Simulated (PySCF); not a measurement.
Si(H)3(SH) (H₄SSi), SMILES S[SiH3]. Geometry: r2SCAN-D4/def2-TZVP.

Computed equilibrium geometry at r2SCAN-D4/def2-TZVP (PySCF confirms it by a frequency run) as Cartesian coordinates in Å, and its point group:
point group Cs.
```xyz
6

Si     0.0046    -1.0301     0.0000
S     -0.0811     1.1079     0.0000
H      0.6945    -1.5523     1.2057
H     -1.4101    -1.4682     0.0000
H      0.6945    -1.5523    -1.2057
H      1.2540     1.2686     0.0000
```
